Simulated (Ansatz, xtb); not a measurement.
F2H6Si3: which of two isomers lies lower

Structure X is `F[SiH](F)[SiH2][SiH3]`, a singlet and structure Y is `F[Si](F)([SiH3])[SiH3]`, a singlet. Both are isolated molecules in the gas phase, relaxed with B3LYP-D3(BJ)/def2-SVP; the shapes shown needn't be the lowest conformers.

X (Å):

```yaml
atoms:
  - { symbol: F, position_ang: [-0.6401, 0.6758, -2.9561] }
  - { symbol: F, position_ang: [-3.1381, -0.0486, -2.8071] }
  - { symbol: Si, position_ang: [-2.0047, 0.8677, -2.0910] }
  - { symbol: Si, position_ang: [-1.5679, 0.0048, 0.0417] }
  - { symbol: Si, position_ang: [-0.0417, -1.7570, -0.2727] }
  - { symbol: H, position_ang: [-2.4216, 2.2864, -2.2233] }
  - { symbol: H, position_ang: [-2.8422, -0.4577, 0.6655] }
  - { symbol: H, position_ang: [-0.9696, 1.0772, 0.8927] }
  - { symbol: H, position_ang: [1.2508, -1.1923, -0.7539] }
  - { symbol: H, position_ang: [-0.5861, -2.6915, -1.2986] }
  - { symbol: H, position_ang: [0.1857, -2.4996, 1.0010] }
```

Y (Å):

```xyz
11

F    -1.9021    0.4709   -2.7613
F     0.2504   -0.7530   -1.9388
Si   -1.0825    0.0318   -1.4212
Si   -0.4005    1.9846   -0.3020
Si   -2.4090   -1.4871   -0.2110
H     0.3934    1.6016    0.9018
H    -1.6106    2.7400    0.1354
H     0.4281    2.8387   -1.1999
H    -3.6539   -0.7955    0.2342
H    -2.7619   -2.6621   -1.0579
H    -1.6509   -1.9423    0.9908
```

Q: Estimate E(Y) − E(X) at the level CCSD(T)/def2-SVP + ΔMP2/def2-TZVPP.

A: Calculated at CCSD(T)/def2-SVP + ΔMP2/def2-TZVPP: E(Y) − E(X) = +3.8 kcal/mol, so structure X lies lower.

How the difference moves with the method:

```csv
level,geometry,E(Y) − E(X) (kcal/mol),departure from the last row (kcal/mol),"job, with rough time for the two"
B3LYP-D3(BJ)/def2-SVP,B3LYP-D3(BJ)/def2-SVP,+3.3,−0.5,"optimisation, 3.4 min"
HF/def2-SVP,B3LYP-D3(BJ)/def2-SVP,+4.1,+0.3,part of the CCSD(T) run
MP2/def2-SVP,B3LYP-D3(BJ)/def2-SVP,+5.1,+1.3,part of the CCSD(T) run
CCSD(T)/def2-SVP,B3LYP-D3(BJ)/def2-SVP,+4.6,+0.8,single point
CCSD(T)/def2-SVP + ΔMP2/def2-TZVPP,B3LYP-D3(BJ)/def2-SVP,+3.8,,"single point, 54 s"
```

As drawn, both hold the same kinds of bond in the same numbers.

The levels shown agree on the order. The largest departure from CCSD(T)/def2-SVP + ΔMP2/def2-TZVPP is that of MP2/def2-SVP, 1.3 kcal/mol. Levels run at GFN2-xTB geometries aren't shown. The last row adds to CCSD(T) the change of the MP2 difference between the two basis sets, here −0.8 kcal/mol.

With harmonic frequencies from B3LYP-D3(BJ)/def2-SVP (ideal gas, rigid rotor, one conformer each, 298.15 K, 1 atm): on the last row, ΔE + ΔZPE = +3.2 kcal/mol. A mode under 50 cm⁻¹ makes harmonic enthalpies and free energies unreliable, so none is given.

The correlated steps freeze 17 core orbitals. Run with Ansatz 0.2.0; the last row on 2 threads of AMD EPYC 7R43 64-Core Processor (Zen 3) on a shared host.
